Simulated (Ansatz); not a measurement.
`C=C[SiH](F)Br` + `O[SiH3]` → `C=C[SiH](F)O[SiH3]` + HBr at 400 K and 1 bar (ligand exchange at the Si–Br bond).

Computed with Ansatz on PBE0-D4/def2-TZVP structures; ΔE is electronic, products minus reactants. CBS: MP2 limit from def2 TZ/QZ plus the TZ coupled-cluster correction, frozen cores. For Br outer-core shells are correlated without core-valence functions, which leaves a few kJ/mol of doubt a bond. Scalar relativity is left out up to krypton. Each species was taken in one conformer, which may not be the lowest.

| species | CCSD(T)/CBS energy (Eh) | H − E (kJ/mol) | S (J/(mol·K)) |
| --- | --- | --- | --- |
| `C=C[SiH](F)Br` | -3040.80170 | 177.3 | 382.9 |
| `O[SiH3]` | -366.69042 | 120.0 | 276.4 |
| `C=C[SiH](F)O[SiH3]` | -833.58428 | 264.2 | 450.9 |
| HBr | -2573.91920 | 27.6 | 207.2 |

H − E and S are ideal-gas, rigid-rotor, harmonic terms from PBE0-D4/def2-TZVP, for one conformer and one mirror image of each species. 1 Eh = 2625.50 kJ/mol, R = 8.31446 J/(mol·K).

Task: By hand: ΔE, ΔH, ΔS and ΔG.

Result: ΔE = (-833.58428) + (-2573.91920) − (-3040.80170) − (-366.69042) = -0.01136 Eh = -29.8 kJ/mol. Δ(H − E) = 264.2 + 27.6 − 177.3 − 120.0 = -5.5, so ΔH = -35.3 kJ/mol. ΔS = 450.9 + 207.2 − 382.9 − 276.4 = -1.2 J/(mol·K). ΔG = -35.3 − 400 × (-1.2)/1000 = -34.8 kJ/mol.

Task: By hand: the equilibrium constant, and the temperature at which ΔG would vanish if ΔH and ΔS stayed fixed.

Result: log₁₀ K = −ΔG/(RT ln 10) = 4.5. ΔG = 0 at ΔH/ΔS = 29417 K, far beyond where these terms or the molecules hold.

The number of gas molecules stays the same, so ΔS is small and ΔH decides. A doubt of 5 kJ/mol in ΔE shifts log₁₀ K by 0.7 here. Other conformers and mirror images would add mixing entropy, several J/(mol·K) or more a flexible species. Modes under 60 cm⁻¹, often nearly free rotors, make the harmonic entropy too high. These are equilibria of isolated gas molecules and say nothing of rates. Largest T1 diagnostic: 0.012 (customary marks: 0.02 for closed shells, 0.045 for open ones).
